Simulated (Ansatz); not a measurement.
# Abstraction of F: how K changes with temperature for SnH3F + CH3O ⇌ SnH3 + CH3FO

Species: SnH3F `[F][SnH3]`, singlet; CH3O (hydroxymethyl radical) `[CH2]O`, doublet; SnH3 `[SnH3]`, doublet; CH3FO `OCF`, singlet. A radical takes F: the energy is the difference in strength between the Sn–F bond broken and the C–F bond made.

The electronic reaction energy at CCSD(T)/def2-TZVPP is -7.4 kJ/mol. Shapes: PBE0-D4/def2-TZVP. Flexible molecules stand in one conformer, not always the lowest. Programs: Ansatz 0.2.0. Enthalpy and entropy come from rigid-rotor, harmonic-oscillator sums on unscaled PBE0-D4/def2-TZVP wavenumbers, ideal gases at 1 bar; R ln 2 is added for the mirror twin of the chiral shape of CH3O, CH3FO. Symmetry numbers: SnH3F 3, CH3O 1, SnH3 3, CH3FO 1. R = 8.3145 J/(mol K).

| T (K) | ΔH (kJ/mol) | ΔS (J/(mol K)) |
| --- | --- | --- |
| 600 | -2.7 | -16.2 |
| 800 | -4.0 | -18.1 |
| 1000 | ? | ? |

Problem. Work out ln K at 600 and 800 K, and from these estimate it at 1000 K.

Solution. 
1. 600 K: ΔG = -2.7 − 600 × (-16.2)/1000 = +7.0 kJ/mol; ln K = −ΔG/RT = -1.40.
2. 800 K: ΔG = -4.0 − 800 × (-18.1)/1000 = +10.5 kJ/mol; ln K = −ΔG/RT = -1.58.
3. Slope against 1000/T: (-1.58 − (-1.40))/(1.2500 − 1.6667) = +0.43, that is −ΔH/R with ΔH near -4 kJ/mol.
4. 1000 K: ln K = -1.40 + (+0.43) × (1.0000 − 1.6667) = -1.69.

The full sums give ΔH = -4.9 kJ/mol, ΔS = -19.1 J/(mol K), ΔG = +14.2 kJ/mol and ln K = -1.71 at 1000 K, so the line is off by +0.02 in ln K; without rounding the miss is +0.03, from the change of ΔH with temperature. ΔG stays too near zero to say which side is favoured. An error of 10 kJ/mol in the energy moves ln K by 1.2 at 1000 K. Open shells run unrestricted. For atoms past krypton def2 sets carry core potentials with scalar relativity. Outer-core shells of Sn are correlated, in sets that cover them unevenly.
